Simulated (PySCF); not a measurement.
ClGeH, ClGe2H3N, ClGe2H4N (calculated)

All values are calculated (PySCF 2.14.0). Calculation on a computer-drawn molecule: the log of a Hartree-Fock and frozen-core CCSD(T) single point meant for a local Hartree-Fock minimum, with one planted fault or none, to be diagnosed. Offsets are logged minus clean, where the clean run is the same molecule without the fault. The reference is restricted for singlets and unrestricted otherwise, and also for a bond in bohr or an excited solution. Adding or removing an electron swaps singlet and doublet. The excited solution moves the top pair (singlet) or top alpha electron (doublet) to the lowest empty orbital. Highest occupied and lowest empty are orbital energies over both spins, largest force is the largest gradient component, triples share is (T) over the correlation energy, the T1 limit is 0.02 restricted and 0.045 unrestricted, electrons count all cores, a negative frequency is imaginary (commonest isotopes), and the dipole is about the centre of nuclear charge; on germanium a core potential holds 10 electrons, which the energies leave out, and 3d is frozen in MP2 and coupled-cluster steps.

Common to all runs: meant multiplicity 1; meant basis cc-pV(D+d)Z; meant basis and core potential on germanium cc-pVDZ-PP ECP10MDF; logged SCF converged yes; logged CC converged yes; logged SCF stable within its kind yes; possible faults no fault, one electron removed, one electron added, multiplicity raised by two, geometry at a saddle point, SCF held on an excited solution, minimal basis STO-3G, one bond length entered in bohr, all coordinates scaled.

(1) 
```xyz
3
formula=ClGeH meant_charge=0 logged_electrons=49 logged_basis_functions=51 logged_spin_squared=0.7843 logged_highest_occupied=-18.153 logged_lowest_empty=-8.2431 logged_largest_force=0.0539 logged_T1_diagnostic=0.035786 logged_D1_diagnostic=0.13281 logged_triples_share=0.03607 logged_dipole_magnitude=4.3206 logged_energy_HF=-753.15436 logged_energy_CCSD(T)=-753.38864 planted_fault=one_electron_removed HF_energy_offset_from_clean_run=206.8 CCSD(T)_energy_offset_from_clean_run=216.5
Cl    -2.3243    -1.5506    -4.2375
Ge    -0.1426    -1.9029    -4.3118
H      0.2356    -0.3722    -4.1673
```

Units: logged_highest_occupied, logged_lowest_empty in eV; logged_largest_force in hartree/bohr; logged_dipole_magnitude in debye; logged_energy_HF, logged_energy_CCSD(T) in hartree; HF_energy_offset_from_clean_run, CCSD(T)_energy_offset_from_clean_run in kcal/mol.

Drawn bonds:
| atom | other atom | order |
| --- | --- | --- |
| 1 | 2 | 1 |
| 2 | 3 | 1 |

(2) 
```xyz
7
formula=ClGe2H3N meant_charge=1 logged_electrons=89 logged_basis_functions=98 logged_spin_squared=0.7634 logged_highest_occupied=-22.213 logged_lowest_empty=-11.969 logged_largest_force=0.1223 logged_T1_diagnostic=0.032151 logged_D1_diagnostic=0.17255 logged_triples_share=0.03097 logged_dipole_magnitude=5.2779 logged_energy_HF=-1101.70331 logged_energy_CCSD(T)=-1102.17551 planted_fault=one_electron_removed HF_energy_offset_from_clean_run=311.7 CCSD(T)_energy_offset_from_clean_run=341.6
Cl     1.2335    -0.7143    -1.6099
Ge    -0.4831    -0.9793    -0.4547
N     -0.5186    -0.4810     1.1445
Ge    -0.2913     0.1028     2.7143
H     -1.6303    -1.6325    -1.1713
H      0.2113    -0.8279     3.7917
H     -0.6505     1.5330     3.0388
```

Units: logged_highest_occupied, logged_lowest_empty in eV; logged_largest_force in hartree/bohr; logged_dipole_magnitude in debye; logged_energy_HF, logged_energy_CCSD(T) in hartree; HF_energy_offset_from_clean_run, CCSD(T)_energy_offset_from_clean_run in kcal/mol.

Drawn bonds:
| atom | other atom | order |
| --- | --- | --- |
| 1 | 2 | 1 |
| 2 | 3 | 2 |
| 3 | 4 | 1 |
| 2 | 5 | 1 |
| 4 | 6 | 1 |
| 4 | 7 | 1 |

(3) 
```xyz
8
formula=ClGe2H4N meant_charge=0 logged_electrons=92 logged_basis_functions=103 logged_spin_squared=0 logged_highest_occupied=-9.4846 logged_lowest_empty=1.6126 logged_largest_force=0.089047 logged_T1_diagnostic=0.013124 logged_D1_diagnostic=0.045788 logged_triples_share=0.026547 logged_dipole_magnitude=2.7378 logged_energy_HF=-1103.06636 logged_energy_CCSD(T)=-1103.60528 planted_fault=all_coordinates_scaled,by_-6.6_% HF_energy_offset_from_clean_run=25.73 CCSD(T)_energy_offset_from_clean_run=31.61
Cl     2.5217    -0.0807    -1.8434
Ge     2.8089     0.2153     0.2103
N      1.1804     0.3681     0.6401
Ge    -0.3252     0.3153    -0.2417
H      1.0593     0.5145     1.5625
H     -1.3426     0.5198     0.7448
H     -0.3651     1.3591    -1.2102
H     -0.4898    -0.9582    -0.8583
```

Units: logged_highest_occupied, logged_lowest_empty in eV; logged_largest_force in hartree/bohr; logged_dipole_magnitude in debye; logged_energy_HF, logged_energy_CCSD(T) in hartree; HF_energy_offset_from_clean_run, CCSD(T)_energy_offset_from_clean_run in kcal/mol.

Drawn bonds:
| atom | other atom | order |
| --- | --- | --- |
| 1 | 2 | 1 |
| 2 | 3 | 1 |
| 3 | 4 | 1 |
| 3 | 5 | 1 |
| 4 | 6 | 1 |
| 4 | 7 | 1 |
| 4 | 8 | 1 |
